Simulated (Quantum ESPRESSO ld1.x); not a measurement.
Question: The mean radii <r> (bohr) of the occupied orbitals of an atom or ion are listed with their occupations. Method: non-relativistic Kohn-Sham, LDA (Slater exchange, Perdew-Zunger correlation), spin-polarised, spherical densities, point nucleus, Perdew-Zunger self-interaction correction; computed with ld1.x of Quantum ESPRESSO 7.5.

orbital  occ.      <r>
1s          2  0.02164
2s          2  0.09178
2p          6  0.07761
3s          2   0.2347
3p          6   0.2244
3d         10   0.1973
4s          2   0.5283
4p          6   0.5383
4d         10   0.5640
5s          2    1.326
5p          6    1.505
4f         14   0.7299

Name the element and its charge. Open shells, if any, are filled with parallel spins first.

Answer: Z = 70, ytterbium, charge +2: Yb2+ in [Xe] 4f14. The 1s radius gives Z: for a bare nucleus <r> = 1.5/Z, 0.02143 bohr for Z = 70, and screening makes it slightly larger (0.02164 here). The occupations add up to 68, and the charge is Z minus that.
